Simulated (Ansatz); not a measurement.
Reaction (redistribution): `[GaH2][Br]` + `[NH2][In]([NH2])[NH2]` → `[NH2][GaH][Br]` + `[NH2][InH][NH2]`

Computed with Ansatz on PBE0-D4/def2-TZVP structures; ΔE is electronic, products minus reactants. CCSD(T)/CBS is the MP2 limit (def2-TZVPP, def2-QZVPP) plus CCSD(T) − MP2 in def2-TZVPP, frozen cores. Functionals use def2-TZVPP. Elements past krypton have def2 core potentials. For Br, Ga, In outer-core shells are correlated without core-valence functions, which leaves a few kJ/mol of doubt a bond. Scalar relativity is left out up to krypton. Each species was taken in one conformer, which may not be the lowest.

| level | ΔE (kcal/mol) |
| --- | --- |
| BLYP-D4 | -12.2 |
| r2SCANh | -13.6 |

Problem. What does CCSD(T)/CBS give? (An estimate is asked.)

Solution. The calculation gave: -12.2 kcal/mol. The listed levels differ from it by 0.0, -1.4 kcal/mol.

Largest T1 diagnostic among the species: 0.015.

Leaving LDA and LC-ωPBE aside and taking each functional with its dispersion term where it has one, the values, not all of them listed here, spread over 1.8 kcal/mol, from r2SCAN0-D4 to revPBE-D4. LDA lies −3.0 kcal/mol from PBE without D4. From BLYP to BHLYP (50 % exact exchange), in def2-TZVPP and without D4, ΔE moves by −1.4 kcal/mol.
